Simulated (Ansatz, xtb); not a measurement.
# Redistribution: SiH(SH)3 + SiH3(SH) → Si(SH)4 + SiH4

Species: SiH(SH)3, singlet; SiH3(SH) (sulfanylsilane), singlet; Si(SH)4, singlet; SiH4 `[SiH4]`, singlet. The partners trade H for SH; both sit on Si, so the bond types are kept.

Shapes, held fixed at every level: PBE0-D4/def2-TZVP. Flexible molecules stand in one conformer, not always the lowest. Programs: Ansatz 0.2.0, xtb 6.7.1, xtb 6.7.1 later snapshot. The zero-point and thermal change to 298 K, harmonic and unscaled (PBE0-D4/def2-TZVP), is -1.2 kJ/mol.

| level | kind | ΔH(298 K) (kJ/mol) | less CCSD(T)/CBS estimate | CPU time (sum over the molecules) |
| --- | --- | --- | --- | --- |
| GFN2-xTB | semi-empirical | +27.7 | +46.1 | 0.15 s |
| HF/def2-TZVPP | Hartree–Fock | -7.3 | +11.1 | – |
| r2SCAN-D4/def2-TZVPP | meta-GGA | -19.9 | -1.5 | 64 s |
| BHLYP-D4/def2-TZVPP | global hybrid | -21.2 | -2.8 | 49 s |
| PBE0-D4/def2-TZVPP | global hybrid | -20.7 | -2.3 | 54 s |
| wB97X-V/def2-TZVPP | range-separated hybrid | -18.1 | +0.3 | 1.7 min |
| CCSD/def2-SVP | coupled cluster or CI | -20.4 | -2.0 | – |
| CCSD(T)/CBS estimate | coupled cluster or CI | -18.4 | 0.0 | 16 min |

The highest level, CCSD(T)/CBS estimate, gives ΔH(298 K) = -18.4 kJ/mol; the levels span -21.2 to +27.7. They disagree on the sign: 1 of 8 are positive. The column of differences is taken from that level and isn't an error. No measured value is set beside it here. The CBS estimate extrapolates MP2 from def2-TZVPP and def2-QZVPP and adds CCSD(T) − MP2 in the triple-zeta set, cores frozen. Times are processor times on shared x86 and Arm servers, and rough.
